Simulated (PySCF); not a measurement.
C₅H₄O₂. Atoms are numbered in the order given.

```xyz
11

C      0.0000     0.0000     2.9031
C      0.0000     0.0000     1.5921
C      0.0000     0.0000     0.2753
O      0.0000     1.1265    -0.5265
C      0.0000     0.6681    -1.8289
C      0.0000    -0.6681    -1.8289
O      0.0000    -1.1265    -0.5265
H      0.9312     0.0000     3.4885
H     -0.9312     0.0000     3.4885
H      0.0000     1.4155    -2.6147
H      0.0000    -1.4155    -2.6147
```
Charge 0, spin multiplicity 1.

The structure is a stationary point at TPSSh-D3(BJ)/def2-SVP. This is a generated structure with no PubChem entry under its InChIKey; it may be hypothetical.

Vertical ionisation energy (IE) and electron affinity (EA) in eV. Rows of orbital energies are one-electron estimates. Where ΔSCF, EOM or ADC give a negative EA the extra electron is unbound and the value depends on the basis.

```json
[
 {"level": "−ε(HOMO), −ε(LUMO), r2SCAN/def2-TZVP (PySCF)", "IE": "…", "EA": "…"},
 {"level": "−ε(HOMO), −ε(LUMO), PBE/def2-TZVP (PySCF)", "IE": "4.47", "EA": "1.51"}
]
```

Problem. Complete the blanks. (Estimate from the structure and the level; the computed values follow.)

Solution. 
- −ε(HOMO), −ε(LUMO), r2SCAN/def2-TZVP (PySCF), IE: 4.64
- −ε(HOMO), −ε(LUMO), r2SCAN/def2-TZVP (PySCF), EA: 1.29
